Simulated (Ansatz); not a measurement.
Relaxation of FH$_{8}$N$_{3}$OTi (14 atoms, charge 0, multiplicity 1), to a largest force component of 0.03 eV/Å in at most 50 steps.

Level of theory: RHF/def2-SVP in Ansatz 0.2.0.

```xyz
14
Properties=species:S:1:pos:R:3:forces:R:3
Ti -0.058 -0.636 -0.282 0.04 -0.25 0.30
O 0.578 0.688 2.471 0.13 -1.23 0.13
H -0.222 0.815 2.963 0.07 -0.01 -0.03
N 1.663 -0.146 -0.803 0.00 0.00 -0.01
H 2.420 -0.796 -0.929 0.00 -0.01 0.00
H 1.992 0.797 -0.908 -0.02 -0.02 0.01
N -1.114 0.892 -0.150 0.00 -0.03 0.01
H -1.874 1.156 -0.748 -0.01 0.01 0.00
H -0.937 1.585 0.555 0.00 0.01 0.00
N -0.768 -1.679 -1.652 -0.02 -0.02 -0.01
H -1.479 -2.374 -1.499 0.03 0.02 -0.03
H -0.463 -1.685 -2.608 -0.01 0.00 0.04
F -0.060 -1.708 1.183 0.01 0.31 -0.31
H 0.731 -0.269 2.521 -0.21 1.21 -0.09
```

**Question.** Where does it end, and by what steps?

**Answer.** The forces met the threshold. After 19 steps the energy has fallen by 0.063 eV; H3 moved furthest, 0.72 Å.

```csv
step,energy less start (eV),largest force component (eV/Å),accepted
0,0.0000,1.228,yes
1,-0.0200,0.426,yes
2,-0.0252,0.311,yes
3,-0.0305,0.335,yes
4,-0.0288,0.670,no
5,-0.0389,0.127,yes
6,-0.0447,0.163,yes
7,-0.0446,0.605,no
8,-0.0492,0.096,yes
9,-0.0525,0.211,yes
10,-0.0552,0.248,yes
11,-0.0579,0.208,yes
12,-0.0547,0.366,no
13,-0.0601,0.104,yes
14,-0.0614,0.121,yes
15,-0.0618,0.088,yes
16,-0.0622,0.072,yes
17,-0.0623,0.125,yes
18,-0.0625,0.047,yes
19,-0.0626,0.008,yes
```

```xyz
14
Properties=species:S:1:pos:R:3
Ti 0.115 -0.638 -0.439
O 0.106 0.784 2.957
H -0.632 0.650 3.533
N 1.743 -0.182 -1.226
H 2.510 -0.822 -1.339
H 2.022 0.744 -1.494
N -0.861 0.905 -0.132
H -1.615 1.296 -0.665
H -0.722 1.399 0.736
N -0.799 -1.751 -1.627
H -1.619 -2.283 -1.393
H -0.528 -1.930 -2.577
F 0.361 -1.449 1.141
H 0.327 -0.082 2.637
```

Whether the end is a true minimum wasn't checked by a vibrational analysis.

Time of the run: 75 s on 4 threads of Intel(R) Xeon(R) Platinum 8259CL CPU @ 2.50GHz (Skylake/Cascade Lake) (shared host), peak memory 0.43 GiB.
